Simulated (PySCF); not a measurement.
1-chlorocyclobutene (C4H5Cl), SMILES C1C=C(Cl)C1.

Coordinates come from a PBE-D3(BJ)/def2-SVP optimisation.

Two levels are set side by side: PBE/def2-TZVP (PySCF) and CAM-B3LYP/def2-TZVP (PySCF). Same geometry, gas phase. Differences are taken from unrounded values.

| quantity | CAM-B3LYP |
|---|---|
| orbital gap (eV) | 9.48 |
| highest occupied level (eV) | -8.31 |
| lowest empty level (eV) | 1.17 |
| dipole moment (D) | 1.65 |
| mean polarisability (bohr³) | 58.0 |

Question: What does PBE give, and how far is it from CAM-B3LYP? (The exact figures need the calculation; the answer reports its results.)

Answer: 
```tsv
quantity	PBE	PBE minus CAM-B3LYP
orbital gap (eV)	4.92	-4.56
highest occupied level (eV)	-5.90	2.41
lowest empty level (eV)	-0.97	-2.14
dipole moment (D)	1.57	-0.08
mean polarisability (bohr³)	60.1	2.1
```

Without exact exchange PBE keeps part of each electron's self-repulsion, which lifts occupied levels and narrows the gap. PBE's more diffuse valence density responds more strongly to a field. Differences between two approximate levels are no errors against the true value.

Rough cost on one machine, each run with all the roots and properties that it gave: CAM-B3LYP against PBE within a factor of 2.
